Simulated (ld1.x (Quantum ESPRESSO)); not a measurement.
**An all-electron radial function and its pseudo partner (S)**

Columns: radius, all-electron u(r) and pseudo u(r) of the 3p shell (level -7.56 eV) of sulfur in the configuration [Ne] 3s1 3p5; PBE, non-relativistic, TM scheme, ld1.x (Quantum ESPRESSO) 7.5.

```csv
r (bohr),all-electron,pseudo
0.085,0.1324,-0.0054
0.170,0.2812,-0.0214
0.255,0.3359,-0.0477
0.340,0.3052,-0.0836
0.425,0.2187,-0.1281
0.510,0.1029,-0.1802
0.595,-0.0235,-0.2383
0.680,-0.1486,-0.3008
0.765,-0.2652,-0.3658
0.850,-0.3693,-0.4310
0.935,-0.4594,-0.4942
1.020,-0.5356,-0.5531
1.105,-0.5982,-0.6057
1.190,-0.6477,-0.6501
1.275,-0.6851,-0.6855
1.360,-0.7116,-0.7115
1.445,-0.7285,-0.7284
1.530,-0.7371,-0.7371
1.615,-0.7386,-0.7386
1.700,-0.7341,-0.7341
1.785,-0.7248,-0.7248
1.870,-0.7115,-0.7115
1.955,-0.6950,-0.6950
2.040,-0.6760,-0.6760
2.125,-0.6552,-0.6552
2.210,-0.6330,-0.6330
```

(1) How many radial nodes do the two functions have?

(2) Where does each function peak?

(3) Is the pseudo-wave norm-conserving?

Results:

(1) The all-electron 3p function has n − l − 1 = 1; the pseudo-wave has 0, since the states of the same l below it are removed with the core.

(2) Outermost all-electron maximum near 1.61 bohr, pseudo maximum near 1.61 bohr (to the table’s step).

(3) Yes: the TM scheme keeps the norm inside the radius equal to the all-electron one, which fixes the energy derivative of the logarithmic derivative at the level.
